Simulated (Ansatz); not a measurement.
Basis sets compared for [TaO2Cl2]- (TaCl₂O₂⁻). Total charge -1; singlet. Geometry PBE-D4/def2-SVPD. Ansatz on 4 threads of Arm Neoverse V2 on a shared host; times are rough, and most runs start from earlier orbitals.

Cartesian coordinates in Å:
```
Ta 0.0095 -0.0488 -0.0880
O 0.8293 -1.5976 -0.3590
O -0.6114 0.4755 -1.6640
Cl 1.6211 1.5663 0.6984
Cl -1.8485 -0.3954 1.4126
```

In the def2 sets Ta takes a core potential; there is no spin–orbit coupling.

| level | functions | energy (Eh) | HOMO (eV) | LUMO (eV) | wall time |
| --- | --- | --- | --- | --- | --- |
| PBE-D4/def2-SVPD | 135 | -1127.3714 | -2.01 | 2.06 | 1.4 s |
| PBE0-D4/def2-SVPD | 135 | -1127.3737 | -3.54 | 2.81 | 1.9 s |

Question: Estimate the rows for PBE-D4/def2-TZVPD, PBE0-D4/def2-TZVPD (with forces).

Answer: 
```
                           level  functions  energy (Eh)  HOMO (eV)  LUMO (eV)  wall time
               PBE-D4/def2-TZVPD        215   -1127.8602      -1.90       2.12      2.5 s
PBE0-D4/def2-TZVPD (with forces)        215   -1127.8630      -3.41       2.89      5.5 s
```
